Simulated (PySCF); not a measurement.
THF (C4H8O), SMILES C1CCOC1.

Geometry: PBE0-D3(BJ)/def2-SVP. Other conformers were not sampled.

Vertical ionisation energy (IE) and electron affinity (EA) in eV. Rows of orbital energies are one-electron estimates. Where ΔSCF, EOM or ADC give a negative EA the extra electron is unbound and the value depends on the basis.

```tsv
level	IE	EA
−ε(HOMO), −ε(LUMO), CAM-B3LYP/def2-TZVP (PySCF)	8.49	-1.92
−ε(HOMO), −ε(LUMO), PBE/def2-TZVP (PySCF)	5.46	-0.36
```
